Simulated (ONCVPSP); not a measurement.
## Before and after: ONCV potential for S

sulfur, optimised norm-conserving Vanderbilt (ONCV), made with ONCVPSP 4.0.1 (LDA (Perdew-Zunger), scalar-relativistic). Core [Ne], reference 3s2 3p4. Waves: 3s: rc 1.50 bohr, ncon 4, nbas 7, qcut 5.3 1/bohr, 3 projectors, debl 2.1 Ha; 3p: rc 1.55 bohr, ncon 3, nbas 7, qcut 6.2 1/bohr, 1 projector. Local part: polynomial inside 1.05 bohr (lpopt 2, dvloc0 3 Ha). Core correction: none.

All-electron outer shells of the reference configuration (LDA (Perdew-Zunger), scalar-relativistic, ld1.x):

```tsv
shell	level (eV)	outermost node (bohr)	outermost maximum (bohr)
2s	-210.79	0.13	0.39
2p	-156.52	–	0.33
3s	-17.28	0.60	1.40
3p	-7.11	0.58	1.59
```

Change: p: qcut 9.5.

Cutoffs: the cutoffs (Ha) at which the residual kinetic energy of the hardest occupied pseudo-wave falls to 1 and 0.1 mHa per electron; they do not see the model core or the augmentation charge, which bear on the density cutoff. Errors are all-electron minus pseudo energies relative to the spin-unpolarised reference configuration.

Q: How do hardness, ghosts and transferability respond?

A: The potential gets neither clearly harder nor softer (13 Ha and 29 Ha → 13 Ha and 29 Ha); the s channel sets the loose cutoff, while the largest relative change is in p, which becomes harder; the errors of the 4 common tests hardly move; neither file shows a bound ghost.

| quantity | base | changed |
| --- | --- | --- |
| cutoff, loose | 13 Ha | 13 Ha |
| cutoff, tight | 29 Ha | 29 Ha |
| loose cutoff by channel | s 13 Ha, p 6.4 Ha | s 13 Ha, p 12 Ha |
| bound ghosts | none | none |
| GHOST(+) flags under 300 eV | none | none |
| error for 3s2 3p3, meV [ΔE 11.86 eV] | +3.7 | +3.5 |
| error for 3s2 3p2, meV [ΔE 34.24 eV] | +29 | +30 |
| error for 3s2 3p1, meV [ΔE 68.39 eV] | +112 | +116 |
| error for 3s1 3p4, meV [ΔE 22.66 eV] | +11 | +9.6 |
| s: phases at 1.52 bohr within 0.05 rad from the reference energy up to (Ha; the scan ends near 5) | to the end of the scan | to the end of the scan |
| p: phases at 1.57 bohr within 0.05 rad from the reference energy up to (Ha; the scan ends near 5) | 3.0 | 3.1 |
